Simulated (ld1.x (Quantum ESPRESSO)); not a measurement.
# LDA (PZ) ultrasoft dataset for tellurium, scalar-relativistic all-electron reference.

ld1.x (Quantum ESPRESSO) 7.5 input, shortened:

```
&input
   title='Te', zed=52., rel=1, dft='PZ', iswitch=3,
   config='[Kr] 4d10 4f-2 5s2 5p3.5'
 /
 &inputp
   pseudotype=3, tm=.true., lloc=-1, rcloc=1.70,
   nlcc=.true.,
   which_augfun='PSQ', rmatch_augfun=1.50
 /
8
5S  1  0   2.00   0.00  1.55  2.10  0.0
5S  1  0   0.00   0.80  1.55  2.10  0.0
5P  2  1   3.50   0.00  1.40  1.90  0.0
5P  2  1   0.00  -0.25  1.40  1.90  0.0
4D  3  2  10.00   0.00  1.35  1.55  0.0
4D  3  2   0.00  -1.10  1.35  1.55  0.0
4F  4  3  -2.00   0.05  1.70  2.10  0.0
4F  4  3  -2.00   1.60  1.70  2.10  0.0
 &test
   configts(1)='4d10 5s2 5p3.5'
 /
```

Problem. Estimate the cutoffs (Ry, on a coarse ladder) from which the occupation-weighted sum of valence levels, in a spherical-Bessel basis at the reference potential, stays within 10 and 1 mRy of its value at 400 Ry.

Solution. 60 Ry and 100 Ry.

Problem. Does the potential have ghost states?

Solution. No extra level below or beside the all-electron valence levels (s, p, d, f tested).

Problem. Is the overlap operator S = 1 + Σ q|β⟩⟨β| positive definite (Bessel basis up to 400 Ry)?

Solution. Yes: its lowest eigenvalue is 0.18 (d channel).

Problem. Which valence shell sets the plane-wave cutoff?

Solution. 4d: its level needs 60 Ry to come within 1 mRy, against 15 Ry for 5p.

Problem. Tests: 4d10 5s2 5p4; 4d10 5s2 5p3; 4d10 5s2 5p2; 4d10 5s0 5p6; 4d10 5s2 5p4.3; 4d10 5s2 5p1; 4d9 5s2 5p4. Which has the largest error in its energy relative to the reference configuration, and how large is it?

Solution. 4d9 5s2 5p4, with -333 meV (all-electron minus pseudo) on +45.33 eV.
